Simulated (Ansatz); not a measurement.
Calculated with Ansatz (gas phase, PBE0-D4/def2-TZVP geometries, no zero-point term in ΔE). CCSD(T)/CBS adds triple-zeta CCSD(T) − MP2 to the extrapolated MP2 energy (def2 sets, frozen cores). DFT in def2-TZVPP. One conformer a species, not always the lowest.

`C=C[Si](C)(F)Cl` + `COC(=N)O` → `C=C[Si](C)(O)F` + `COC(=N)Cl`  (formal exchange of groups at the Si–Cl bond)

**Question.** Is it downhill or uphill in electronic energy at CCSD(T)/CBS, and by how much? (An estimate is asked.)

**Answer.** Ansatz gave: Uphill: ΔE = +37.4 kJ/mol.

**Question.** What do these levels give: PBE-D4, ωB97X-V, B2PLYP, MP2/def2-QZVPP, HF/CBS(def2), MP2/CBS(def2)? (Estimate.)

**Answer.** Computed: PBE-D4 41.4, ωB97X-V 44.8, B2PLYP 36.6, MP2/def2-QZVPP 36.1, HF/CBS(def2) 51.9, MP2/CBS(def2) 36.6 kJ/mol.

Largest T1 diagnostic among the species: 0.013.

From PBE to PBE0 (25 % exact exchange), in def2-TZVPP and without D4, ΔE moves by +5.9 kJ/mol. In def2-TZVPP, CCSD(T) changes the Hartree–Fock value by −15.9 kJ/mol (the triples alone add −2.3 kJ/mol) and MP2 by −16.7 kJ/mol.
